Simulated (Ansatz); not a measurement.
A basis-limit estimate, worked out

An elementary step of Si2H6Cl2O2, closed shell (Si₂H₄Cl₂O ([OH][Si]([SiH3])([Cl])[Cl]) + H₂O → SiH₂Cl₂O₂ ([OH][Si]([OH])([Cl])[Cl]) + SiH₄; bonds formed: Si1–O7, Si2–H6; bonds broken: Si1–Si2, H6–O7). “Start” is the structure reached by relaxing down from the saddle towards the reactants; PBE0-D4/def2-TZVP structures. The saddle:

```
12
angstrom
Si -0.3228 0.2902 -0.8364
Si 0.3626 -1.1665 1.3097
Cl 0.1190 -0.7473 -2.5399
Cl -2.1689 -0.6679 -0.3342
O -0.9342 1.8104 -0.9426
H 1.0300 0.2059 0.3422
O 1.3307 0.9799 -0.6071
H 1.7104 -1.2035 1.9584
H 0.1019 -2.4909 0.7056
H -0.6380 -0.7925 2.3346
H -1.8934 1.8510 -0.9544
H 1.3026 1.9313 -0.4359
```

Program: Ansatz 0.2.0. Basis: def2-TZVPP and def2-QZVPP. Cores are frozen in the correlated methods.

Energies in eV:

| quantity | saddle | start |
| --- | --- | --- |
| Hartree–Fock, triple zeta (X = 3) | -44906.01259 | -44908.81500 |
| Hartree–Fock, quadruple zeta (X = 4) | -44907.39940 | -44910.19849 |
| MP2 correlation, X = 3 | -31.52920 | -30.61502 |
| MP2 correlation, X = 4 | -34.28463 | -33.35918 |
| CCSD(T) correlation, X = 3 | -34.41000 | -33.60001 |

(1) Work out the barrier at the basis limit: extrapolate Hartree–Fock as E(X) = E∞ + A exp(−7.88 √X) and the MP2 correlation as E(X) = E∞ + B X^−2.97 (the exponents that Neese and Valeev fitted for def2-TZVPP and QZVPP), then add CCSD(T) − MP2 in triple zeta.

T1 diagnostic: at most 0.013.

## Answers

(1) Each step is linear, so take the differences first (saddle − start): Hartree–Fock 2.80241 (X = 3) and 2.79909 (X = 4); MP2 correlation -0.91418 and -0.92545; CCSD(T) correlation -0.80999.
Two points give E∞ = E(4) + w [E(4) − E(3)], with w = 1/(exp(7.88 (2 − √3)) − 1) = 0.1377 for Hartree–Fock and w = 1/((4/3)^2.97 − 1) = 0.7407 for the correlation.
Hartree–Fock: 2.79909 + 0.1377 × (-0.00332) = 2.7986 eV.
MP2 correlation: -0.92545 + 0.7407 × (-0.01127) = -0.9338 eV.
CCSD(T) − MP2: -0.80999 − (-0.91418) = 0.1042 eV.
Sum: 2.7986 + (-0.9338) + 0.1042 = 1.9690 eV, or 45.41 kcal/mol. Plain CCSD(T) in triple zeta gives 1.9924 eV, so the larger basis shifts the result by -0.0234 eV.

Labels in which every atom is bracketed show which atoms are joined, not bond orders.

For scale, one of the runs: CCSD(T)/def2-TZVPP, 314 basis functions, launched by `ansatz run in.yaml --threads 4 --pin off --events-out ev --progress --plain --max-ram 66560MiB --backend cuda --devices 0, --max-vram 37GiB`. Hardware: 4 CPU threads of an AMD EPYC 7R13 and a share of one NVIDIA H100, shared host. Wall time 13 s; peak host memory 0.83 GiB.
